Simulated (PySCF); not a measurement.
Vertical excitations of a molecule CH5FO2Si2 from PySCF with TDA-B3LYP/def2-SVPD, as energy in eV (oscillator strength): 5.61 (0.003), 6.25 (0.008), 6.89 (0.005), 7.15 (0.005), 7.30 (0.042), 7.49 (0.019), 7.67 (0.006), 7.77 (0.005), 7.84 (0.048), 7.95 (0.092). Lowest triplet (TDA): 5.08 eV. The structure is a stationary point at B3LYP-D3(BJ)/def2-SVP. Other conformers were not sampled.

Pick the molecule that these values belong to.
A) O[Si@@H]1CO[Si@@H]1F
B) O=CO[Si@@H](F)[SiH3]
C) FC[SiH]1O[SiH2]O1
D) F[Si]1([SiH3])OCO1

B, O=CO[Si@@H](F)[SiH3]
